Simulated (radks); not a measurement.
Removal energies from the lutetium ion Lu5+, [Xe] 4f12, by Delta-SCF beside the eigenvalue of the level emptied. Calculated with a radial shooting solver on a logarithmic mesh with Libxc functionals: scalar-relativistic Kohn-Sham, PBEsol, spin-polarised, spherical densities, finite nucleus; Fermi nuclear charge, rms radius of each element as measured or else 0.836 A^(1/3) + 0.57 fm. Open shells are filled with parallel spins first.

4f: final configuration [Xe] 4f11; Delta-SCF (eV) 92.804; -eigenvalue (eV) 80.345
5p: final configuration [Kr] 4d10 4f12 5s2 5p5; Delta-SCF (eV) 100.42; -eigenvalue (eV) 92.361
5s: final configuration [Kr] 4d10 4f12 5s1 5p6; Delta-SCF (eV) 133.56; -eigenvalue (eV) 124.64
4d: final configuration [Kr] 4d9 4f12 5s2 5p6; Delta-SCF (eV) 277.84; -eigenvalue (eV) 264.52
